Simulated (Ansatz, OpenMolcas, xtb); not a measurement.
**A ladder of methods for SiHCl2O (SMILES [O][SiH](Cl)Cl)**

SiHCl2O: 5 atoms, total charge 0, spin state doublet. As SMILES, `[O][SiH](Cl)Cl`. The coordinates come from a PBE0-D4/def2-TZVP relaxation.

```xyz
5

O     0.0921   -0.7190    1.5171
Si    0.0843   -0.0400    0.0149
Cl   -0.5237    1.8946    0.0608
Cl   -1.1121   -1.0561   -1.2698
H     1.5092   -0.1531   -0.3643
```

Quantity: the energy change with the Si2–Cl3 bond stretched from 2.028 to 3.043 Å, in eV. The values are calculated.

```csv
level,kind,program,value (eV),CPU time (all runs)
GFN0-xTB,semi-empirical,xtb,1.30,under 2 s
UHF/6-311+G**,Hartree–Fock,OpenMolcas,2.88,2.4 min
USVWN5/6-311+G**,LDA,Ansatz,2.16,31 s
UBLYP/6-311+G**,GGA,Ansatz,1.75,46 s
U-r2SCAN/6-311+G**,meta-GGA,Ansatz,2.47,66 s
UPBE0/6-311+G**,global hybrid,Ansatz,2.67,28 s
UMP2/6-311+G**,perturbation theory,Ansatz,3.34,37 s
UCCSD/6-311+G**,coupled cluster or CI,Ansatz,2.84,2.4 min
```

The first shape isn't each level's own minimum. The values span 1.30 to 3.34 eV. Spin contamination of the reference (⟨S²⟩ at least 0.1 too high) touches UHF/6-311+G**, UPBE0/6-311+G**, UMP2/6-311+G**, UCCSD/6-311+G** (up to 0.57 too high). Times are those of the runs behind each value, whatever else they computed, on shared processors of several kinds: orders of magnitude only.
